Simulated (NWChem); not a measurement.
System: ZnHF; SMILES [ZnH][F]

Input file for NWChem:

```
start job
memory heap 200 mb stack 900 mb global 1100 mb
geometry units angstroms noautoz
  Zn     0.000000     0.000000    -0.342236
  H      0.000000     0.000000    -1.854821
  F      0.000000     0.000000     1.400621
end
basis spherical
  Zn library def2-svp
  H library def2-svp
  F library def2-svp
end
dft
  xc mpw1k
  iterations 150
  mulliken
end
task dft energy
```

Output (shortened):

```
             Northwest Computational Chemistry Package (NWChem) 7.3.0
             --------------------------------------------------------

 ORDER OF PRIMARY AXIS IS BEING SET TO 4
 C4V symmetry detected

                             Geometry "geometry" -> ""
                             -------------------------

 Output coordinates in angstroms (scale by  1.889725989 to convert to a.u.)

  No.       Tag          Charge          X              Y              Z
 ---- ---------------- ---------- -------------- -------------- --------------
    1 Zn                  30.0000     0.00000000     0.00000000    -0.35432820
    2 H                    1.0000     0.00000000     0.00000000    -1.86691320
    3 F                    9.0000     0.00000000     0.00000000     1.38852880

 Effective nuclear repulsion energy (a.u.)      93.9375572102

      Symmetry information
      --------------------

 Group name             C4v
 Group number             18
 Group order               8
 No. of unique centers     3

                                 NWChem DFT Module
                                 -----------------

 Summary of "ao basis" -> "ao basis" (spherical)
 ------------------------------------------------------------------------------
       Tag                 Description            Shells   Functions and Types
 ---------------- ------------------------------  ------  ---------------------
 Zn                         def2-svp                11       31   5s3p2d1f
 H                          def2-svp                 3        5   2s1p
 F                          def2-svp                 6       14   3s2p1d

      Symmetry analysis of basis
      --------------------------

        a1         20
        a2          0
        b1          4
        b2          4
        e          22

            General Information
            -------------------
          SCF calculation type: DFT
          Wavefunction type:  closed shell.
          No. of atoms     :     3
          No. of electrons :    40
           Alpha electrons :    20
            Beta electrons :    20
          Charge           :     0
          Spin multiplicity:     1
          Use of symmetry is: on ; symmetry adaption is: on
          Maximum number of iterations: 150
          AO basis - number of functions:    50
                     number of shells:    20
          Convergence on energy requested:  1.00D-06
          Convergence on density requested:  1.00D-05
          Convergence on gradient requested:  5.00D-04

              XC Information
              --------------
                        MPW1K Method XC Functional
                     Hartree-Fock (Exact) Exchange  0.428
                        mPW91  Exchange Functional  0.572
                Perdew 1991 Correlation Functional  1.000 non-local
            Perdew 1991 LDA Correlation Functional  1.000 local

             Grid Information
             ----------------
          Grid used for XC integration:  medium
          Radial quadrature: Mura-Knowles
          Angular quadrature: Lebedev.
          Tag              B.-S. Rad. Rad. Pts. Rad. Cut. Ang. Pts.
          ---              ---------- --------- --------- ---------
          Zn                  1.35      112           7.0       590
          H                   0.35       45           8.0       434
          F                   0.50       49           9.0       434
          Grid pruning is: on
          Number of quadrature shells:   206
          Spatial weights used:  Erf1

      Superposition of Atomic Density Guess
      -------------------------------------

 Sum of atomic energies:       -1877.35327030

      Non-variational initial energy
      ------------------------------

 Total energy =   -1877.373630
 1-e energy   =   -2810.924457
 2-e energy   =     839.613269
 HOMO         =      -0.437019
 LUMO         =      -0.001668

      Symmetry analysis of molecular orbitals - initial
      -------------------------------------------------

 !! scf_movecs_sym_adapt:    8 vectors were symmetry contaminated

  Symmetry fudging

 !! scf_movecs_sym_adapt:    8 vectors were symmetry contaminated

  Numbering of irreducible representations:

     1 a1          2 a2          3 b1          4 b2          5 e

  Orbital symmetries:

     1 a1          2 a1          3 a1          4 e           5 e
     6 a1          7 a1          8 a1          9 e          10 e
    11 a1         12 a1         13 e          14 e          15 b1
    16 b2         17 a1         18 e          19 e          20 a1
    21 a1         22 e          23 e          24 a1         25 a1
    26 a1         27 e          28 e          29 a1         30 e

     ---------------------------------------------
      Total Density - Mulliken Population Analysis
     ---------------------------------------------

    Atom       Charge   Shell Charges
 -----------   ------   -------------------------------------------------------
    1 Zn  30    29.11   2.00  2.00  2.00  0.73  0.22  6.00  5.99  0.21  8.05  1.92  0.00
    2 H    1     1.07   0.60  0.46  0.01
    3 F    9     9.82   1.99  1.16  0.81  3.60  2.25  0.00

   convergence    iter        energy       DeltaE   RMS-Dens  Diis-err
 ---------------- ----- ----------------- --------- --------- ---------
 d= 0,ls=0.0,diis     1  -1879.5017762354 -1.97D+03  2.44D-02  5.82D-01
 d= 0,ls=0.0,diis     2  -1879.4635087365  3.83D-02  1.19D-02  1.31D+00
 d= 0,ls=0.0,diis     3  -1879.5772440425 -1.14D-01  1.28D-03  2.49D-03
 d= 0,ls=0.0,diis     4  -1879.5774902670 -2.46D-04  3.29D-04  1.28D-03
 d= 0,ls=0.0,diis     5  -1879.5775756717 -8.54D-05  1.01D-04  1.30D-04
  Resetting Diis
 d= 0,ls=0.0,diis     6  -1879.5775843299 -8.66D-06  3.92D-05  1.78D-06
 d= 0,ls=0.0,diis     7  -1879.5775846288 -2.99D-07  5.41D-06  6.87D-08

[...]
```

Level: MPW1K/def2-SVP. Structure relaxed at the PBE0/def2-SVP level.
